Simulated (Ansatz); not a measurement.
The cluster Ta2Si2, relaxed as a quintet with UKS PBE0-D4/def2-SVP in Ansatz, starting from the PBE0-D4/def2-SVP geometry of the neutral singlet. Force threshold 0.02 eV/Å.

In the def2 sets Ta takes a core potential; there is no spin–orbit coupling. At PBE0-D4/def2-SVP a singlet of charge 0 lies 0.37 eV below the quintet, each at its own geometry. That singlet is doubtful there (restricted singlet, unstable towards broken spin symmetry at other levels and untested here). The structure comes from a short search, and lower isomers may exist.

Start:

Cartesian coordinates in Å:
```
Ta 0.5533 1.0899 -0.4103
Ta -1.6333 0.7798 -0.8439
Si -0.5499 -1.0389 0.3908
Si 1.6300 -0.8308 0.8633
```

Question: Estimate the energy that the relaxation releases and the steps that it takes.

Answer: 7.7 kcal/mol, in 19 steps; 2 min on 4 threads of Arm Neoverse V1 on a shared host. The force fell under the threshold at step 5, but the optimiser went on and released 0.075 eV more. No frequencies were taken in this run, so the end may be a saddle point.

Question: Does the start keep its bonding?

Answer: By distances, no bond broke or formed. The bond that changes most is Ta1–Ta2, from 2.25 to 2.52 Å (atoms count from 1).

Question: Predict the relaxed structure.

Answer: 
Cartesian coordinates in Å:
```
Ta 0.636 1.195 -0.189
Ta -1.670 0.616 -1.018
Si -0.605 -0.894 0.544
Si 1.640 -0.918 0.662
```
Bond lengths (bridged metal pairs left out): 3 × Si–Ta 2.42 to 2.54 Å; 1 × Ta–Ta 2.52 Å; 1 × Si–Si 2.25 Å.
